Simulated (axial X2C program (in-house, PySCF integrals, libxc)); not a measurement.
**RuH⁻: bond constants with and without spin–orbit coupling**

All values were computed with an in-house relativistic program for diatomic molecules. Spin-free means the one-electron spin-free X2C Hamiltonian; two-component (2c) means X2C with spin–orbit coupling and atomic mean-field two-electron Coulomb and Gaunt terms, so the difference of the two also holds small scalar two-electron terms. Basis: Ru dyall-acv3z [13s13p9d5f3g], H dyall-av3z [7s3p2d] (cores contracted in-house); Gaussian nuclei, density fitting, unrestricted open shells. Masses: Ru 101.904 u, H 1.008 u.

Input:
```json
{
 "zs": [
  44,
  1
 ],
 "q": -1,
 "bas": [
  "dyall-acv3z",
  "dyall-av3z"
 ],
 "levels": [
  "PBE0",
  "HF",
  "PW91"
 ],
 "cc": true,
 "r0": 1.57,
 "thr": -2.0,
 "nmax": 90,
 "npts": 10,
 "nst": 2,
 "ntry": 6
}
```
```bash
python so2c.py task.json out
```

Keys: zs atomic numbers; q charge; bas basis sets; levels methods; cc coupled cluster on or off; r0 starting distance in Å; thr threshold in hartree for freezing inner shells (an s shell follows its p shell); nmax most natural virtual spinors; npts points on the curve; nst determinants followed; ntry starts of the search. HF also brings MP2.

State, spin-free: M_S = 1, Λ = 0 (beyond evenly filled blocks: δ+α, δ-α); electrons by block: σα: 10, σβ: 10, π+α: 5, π+β: 5, π-α: 5, π-β: 5, δ+α: 2, δ+β: 1, δ-α: 2, δ-β: 1. Fragments: Ru- + H.

State, 2c: Ω = 1 (⟨Sz⟩ = 0.99, ⟨Lz⟩ = 0.01 at PBE0); electrons by block: 1/2: 15, -1/2: 15, 3/2: 6, -3/2: 7, 5/2: 2, -5/2: 1. Fragments: Ru- + H.

| Hamiltonian | level | Re (Å) | ωe (cm⁻¹) | ωexe (cm⁻¹) | De (eV) | k (mdyn/Å) | μ (D) |
| --- | --- | --- | --- | --- | --- | --- | --- |
| spin-free | PBE0 | 1.587 | 1860.3 | 45 | 2.57 | 2.03 | 1.70 |
| spin-free | HF | 1.720 | 1486.6 | 35.1 | 1.42 | 1.3 | 6.10 |
| spin-free | CCSD | 1.624 | 1697.4 | 44 | 2.21 | 1.69 | n/a |
| spin-free | CCSD(T) | 1.618 | 1718.2 | 42.9 | 2.23 | 1.74 | n/a |
| spin-free | PW91 | 1.576 | 1968.1 | 41.8 | 2.88 | 2.28 | 0.31 |
| 2c | PBE0 | 1.586 | 1857.4 | 44.7 | n/a | 2.03 | 1.69 |
| 2c | HF | 1.721 | 1481.2 | 34.8 | n/a | 1.29 | 6.06 |
| 2c | PW91 | 1.575 | 1964.4 | 41.5 | n/a | 2.27 | 0.30 |

Correlated methods: 10 electrons correlated (number of frozen shells: Ru 4 s, 3 p, 1 d; H none), 256 virtual spin orbitals or spinors in MP2, 90 natural virtuals in coupled cluster.

Dipoles are positive if H is the positive end and refer to the centre of mass.

One determinant describes the state; a PBE0 search over occupations chose it and may have missed a lower one. De is counted from the lowest determinant-based energies of the atoms at the same level, without counterpoise correction. De is not given where an atomic determinant may have missed its ground term or J level, or where the truncated virtual space spoils (T). Density functionals use the spin component along the axis (collinear). CCSD and (T) use frozen natural virtuals with an MP2 correction for the truncation; (T) itself is uncorrected, so its De runs slightly low. PBE0 can misorder states that lie within some tenths of an eV, so this need not be the ground state of the molecule. The nearest other spin-free determinant of the search, M_S = 1, Λ = 3, lies 0.28 eV up at the distance of the search. Without a current term, density functionals place determinants with orbital angular momentum somewhat too high. With several unpaired electrons one determinant need not be a pure state. Open-shell Ω = 0 determinants with evenly filled partner blocks cannot be reached by this program, so the Ω shown need not be the lowest component. The highest occupied level of some functionals is positive through self-interaction error; at Hartree–Fock it is bound. The determinant is spin-polarised beyond a pure state at some levels (its spin-free form has ⟨S²⟩ too high), which makes Re and μ there less reliable. The T1 diagnostic is large, a sign of multireference character. Hartree–Fock gets electron affinities wrong, so its lowest charge split need not be the true one.

No reliable constants came from CCSD (2c), CCSD(T) (2c), MP2 (2c), MP2 (spin-free): no minimum in range, unconverged points, a curve that is not smooth, a change of character along it, or the two Hamiltonians disagreeing along it.

Rough cost a point (2c) on 1 thread(s) of a shared host, integrals apart: PBE0 1 s, HF 0.6 s, PW91 0.6 s.
